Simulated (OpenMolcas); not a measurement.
## Mo3+: ligand-field states by method

Mo3+ with 6 ligands (oxide) in octahedral coordination (Oh) at 2.07 Å. A charge of +1.5 e stands 2.4 Å behind each ligand. Ligand basis ANO-RCC-VDZP.
```
Mo    0.0000    0.0000    0.0000
O     2.0700    0.0000    0.0000
O     0.0000    2.0700    0.0000
O    -2.0700    0.0000    0.0000
O     0.0000   -2.0700    0.0000
O     0.0000    0.0000    2.0700
O     0.0000    0.0000   -2.0700
```

- Program: OpenMolcas
- Basis: ANO-RCC-VTZP [7s6p4d2f1g]
- Scalar Hamiltonian: DKH2, point nucleus
- Active space: 3 electrons in 5 orbitals (4d)
- State averaging: 2S+1 = 4 even, 10 roots; 2S+1 = 2 even, 40 roots
- Spin-orbit coupling: RASSI with atomic mean-field integrals over the reference wave functions

I. CASSCF
II. SS-CASPT2, IPEA 0.25 Eh, imaginary shift 0.1 Eh (closed shells correlated: 4s 4p and the ligand valence shells)

Spin-free states (labels of O, the rotations of Oh) in cm-1, each column counted from its own energy of the first state listed:

```tsv
State	Degeneracy	I	II
4A2	1	0	0
4T2	3	10803	9600
2E	2	14690	10290
2T1	3	15173	10330
4T1	3	16194	12690
2T2	3	19865	13880
2A1	1	22167	16480
2T2	3	22175	15690
2T1	3	23289	17140
2E	2	25844	19090
2T1	3	25981	18150
4T1	3	28672	22600
2T2	3	31810	22160
2A2	1	32686	22560
2T1	3	35567	26660
2T2	3	36030	25220
2T1	3	40577	29580
2E	2	42512	28340
2T2	3	49625	35440
2E	2	56934	40090
```

From I to II, I's first state of the same spin (4T2) moves from 10803 to 9600 cm-1, by about -1200 cm-1.

From I to II, I's first state of another spin (2E) moves from 14690 to 10290 cm-1, by about -4400 cm-1.

χT at 300 K: I 1.68, II 1.64 cm3 K/mol.

Roots that are degenerate in the reference are averaged as groups; the widest CASPT2 spread within a group is 73 cm-1 (the 3-fold group of multiplicity 4 near 22600 cm-1 above the lowest state of its run, II). Shifts and gaps below about the spread of the groups concerned are not significant. Over all roots computed the reference weight is 0.59 to 0.62 in II; a low but even weight reflects the number of correlated electrons. The least metal-like active orbital is 72 % on the metal (Löwdin) and no ligand orbital is active, so the numbers are rough. The oxide ions are held by bare point charges, a crude embedding. Ligand-to-metal charge-transfer states are missing. With no ligand orbital active B as a rule stays too high, so bands that hang on it stand too high and its fall with covalency is understated. Without dynamic correlation the repulsion within the d shell is too large (B by tens of per cent), so at a given field states of lower spin stand too high (holds for I). With metal d orbitals alone the field can be off either way by tens of per cent (holds for I). With one d shell and no ligand orbital active, 10Dq can be off by a tenth or more (holds for II). No measured value stands beside these numbers; the geometry is a model, was not optimised and need not be the one that this ion takes.
